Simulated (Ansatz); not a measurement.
Reaction (ligand exchange at a Ge–C bond): `FC#[C][GeH2][SiH3]` + HCl → `[SiH3][GeH2][Cl]` + `C#CF`

Computed with Ansatz on PBE0-D4/def2-TZVP structures; ΔE is electronic, products minus reactants. CCSD(T)/CBS is the MP2 limit (def2-TZVPP, def2-QZVPP) plus CCSD(T) − MP2 in def2-TZVPP, frozen cores. This one scheme is used for every species. Functionals use def2-TZVPP. For Ge outer-core shells are correlated without core-valence functions, which leaves a few kJ/mol of doubt a bond. Scalar relativity is left out up to krypton.

`FC#[C][GeH2][SiH3]`:

Cartesian coordinates in Å:
```
F -1.445 3.306 -1.628
C -0.753 2.291 -1.304
C -0.091 1.333 -1.005
Ge 0.897 -0.198 -0.477
Si -0.302 -1.303 1.259
H 2.282 0.272 -0.004
H 1.072 -1.097 -1.711
H 0.443 -2.513 1.695
H -0.463 -0.384 2.415
H -1.641 -1.707 0.759
```

HCl:

Cartesian coordinates in Å:
```
Cl -0.117 0.280 -0.563
H 0.117 -0.280 0.563
```

`[SiH3][GeH2][Cl]`:

Z-matrix (Å, degrees):
```
Si
Ge 1 2.380
H 1 1.484 2 108.9
H 1 1.487 2 109.5 3 119.9
H 1 1.484 2 108.9 3 -120.1
Cl 2 2.169 1 106.5 3 60.1
H 2 1.537 1 114.0 3 176.6
H 2 1.537 1 114.0 3 -56.5
```

`C#CF`:

```xyz
4

C    -0.372   -0.143    0.511
C     0.312    0.120   -0.430
F     1.041    0.399   -1.431
H    -0.981   -0.376    1.350
```

```csv
level,ΔE (kcal/mol)
CAM-B3LYP-D4,-12.5
ωB97X-V,-12.2
B2PLYP,-12.0
BHLYP,-13.6
LC-ωPBE,-11.6
MP2/def2-TZVPP,-9.7
SCS-MP2/def2-QZVPP,-11.0
MP2/CBS(def2),-11.0
```

Q: What does CCSD(T)/CBS give? (An estimate is asked.)

A: Computed: -11.0 kcal/mol. The listed levels differ from it by -1.5, -1.2, -1.0, -2.6, -0.6, 1.3, 0.0, 0.0 kcal/mol.

Largest T1 diagnostic among the species: 0.013.

In def2-TZVPP, CCSD(T) changes the Hartree–Fock value by +4.7 kcal/mol (the triples alone add +0.5 kcal/mol) and MP2 by +4.8 kcal/mol. Leaving LDA and LC-ωPBE aside and taking each functional with its dispersion term where it has one, the values, not all of them listed here, spread over 2.2 kcal/mol, from BHLYP-D4 to PBE-QIDH. LDA lies +1.2 kcal/mol from PBE without D4.
